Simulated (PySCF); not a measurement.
**A small calculation by hand: dipole moment from atomic charges**

C2H5IZn, SMILES [CH2]([Zn][I])C. Atoms are numbered in the order given.

```xyz
9

Zn     0.2455     0.8713     0.0000
I     -0.0881    -1.5550     0.0000
C      0.5086     2.8052     0.0000
C     -0.7748     3.6302     0.0000
H      1.1285     3.0472    -0.8804
H      1.1285     3.0472     0.8804
H     -1.3990     3.4295     0.8852
H     -1.3990     3.4295    -0.8852
H     -0.5604     4.7127     0.0000
```

The structure is a stationary point at PBE0-D3(BJ)/def2-SVP. The structure was generated by enumeration; whether it is a known compound was not checked. The def2 effective core potentials stand for the cores of I; spin–orbit coupling is left out. One conformer was computed; it need not be the lowest.

Charges (e) from PBE/def2-TZVP run with PySCF:

| atom | ESP fit | Mulliken |
|---|---|---|
| Zn1 | 0.324 | 0.235 |
| I2 | -0.273 | -0.196 |
| C3 | 0.015 | -0.257 |
| C4 | -0.115 | -0.392 |
| H5 | -0.016 | 0.121 |
| H6 | -0.016 | 0.121 |
| H7 | 0.022 | 0.124 |
| H8 | 0.022 | 0.124 |
| H9 | 0.037 | 0.120 |

The dipole moment of the full density is 2.31 D.

### Question
What dipole moment does each set of point charges give, and which comes closer to that of the density?

### Answer

μ = Σ q r, and 1 e Å = 4.8032 D.
ESP fit: Σ q r = (0.082, 0.559, 0.000) e Å, |μ| = 2.71 D.
Mulliken: Σ q r = (0.107, 0.519, 0.000) e Å, |μ| = 2.55 D.
Mulliken comes closer in size. Point charges leave out the atoms' own dipoles (lone pairs, polarised bonds); fits to the potential absorb them, partitions of the density don't.
